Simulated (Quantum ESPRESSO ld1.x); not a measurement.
Question: All-electron atom: Hf XXX in [Kr] 4d7. Calculated with ld1.x of Quantum ESPRESSO 7.5: scalar-relativistic Kohn-Sham, LDA (Slater exchange, VWN5 correlation), spin-unpolarised, spherical densities, point nucleus. Some entries of the table are withheld. Estimate them.

orbital,occ.,eigenvalue (eV),<r> (bohr)
1s,2,-66277.1,0.01900
2s,2,-12208.5,(1)
2p,6,-10850.9,(2)
3s,2,-3585.78,0.2079
3p,6,-3179.88,0.2074
3d,10,(3),0.1876
4s,2,-1456.62,(4)
4p,6,(5),0.4523
4d,7,-1129.69,(6)

Answer: 
(1) 2s <r> (bohr): 0.08043
(2) 2p <r> (bohr): 0.07176
(3) 3d eigenvalue (eV): -2702.62
(4) 4s <r> (bohr): 0.4363
(5) 4p eigenvalue (eV): -1311.49
(6) 4d <r> (bohr): 0.4580
